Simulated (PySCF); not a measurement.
CH2=CFCOOEt, C₅H₇FO₂.
SMILES with atom numbers: `[CH2:1]=[C:2]([F:3])[C:4](=[O:5])[O:6][CH2:7][CH3:8]` (hydrogens: H9, H10 on C1; H11, H12 on C7; H13, H14, H15 on C8)

Structure used (PBE0-D3(BJ)/def2-TZVP), in Å, numbered top down from 1:
```
atom  x, y, z in Å
C1     3.2492    0.2143    0.3791
C2     2.0315    0.4099   -0.0946
F3     1.8022    1.2137   -1.1334
C4     0.8240   -0.2396    0.4899
O5     0.8755   -1.0143    1.4082
O6    -0.2882    0.1441   -0.1244
C7    -1.5029   -0.4285    0.3804
C8    -2.6456    0.1781   -0.3861
H9     3.3770   -0.4488    1.2223
H10    4.1056    0.7038   -0.0638
H11   -1.4531   -1.5130    0.2564
H12   -1.5668   -0.2229    1.4513
H13   -2.6777    1.2601   -0.2478
H14   -2.5546   -0.0307   -1.4533
H15   -3.5890   -0.2422   -0.0323
```

Computed with PySCF at wB97X-D/pcSseg-2, non-relativistic, on one gas-phase PBE0-D3(BJ)/def2-TZVP geometry that isn't relaxed in the solvent. The solvent is an IEF-PCM continuum (Bondi radii, 1.10 Å for H, scaled by 1.2). The model holds no explicit solvent molecules, cavitation or dispersion.

Gas phase at wB97X-D/pcSseg-2: HOMO -9.89 eV, LUMO 0.37 eV, dipole 0.90 D.

Question: What does the continuum do to the energy, the frontier levels and the dipole at wB97X-D/pcSseg-2 in chloroform?

Answer: 
```
   solvent      ε  E(solvent) − E(gas) (kcal/mol)  polarisation term (kcal/mol)  distortion of the solute (kcal/mol)  HOMO (eV)  LUMO (eV)  dipole (D)
chloroform  4.711                           -3.94                         -4.30                                 0.36      -9.91       0.35        0.93
```

Polarisation term: ½ Σ q·V over the induced surface charges. Distortion: the rise of the solute's own energy as its density leaves the gas-phase optimum.

Question: Give the dipole vector in the frame of the coordinates (D, pointing from negative to positive charge), gas and chloroform.

Answer: Gas (-0.84, 0.20, -0.25), solvent (-0.85, 0.25, -0.29). Its length changes by +4 % and its direction by 4°.

The pairwise dispersion term of wB97X-D wasn't added to the energies; at a given geometry it leaves orbitals and properties as they are.
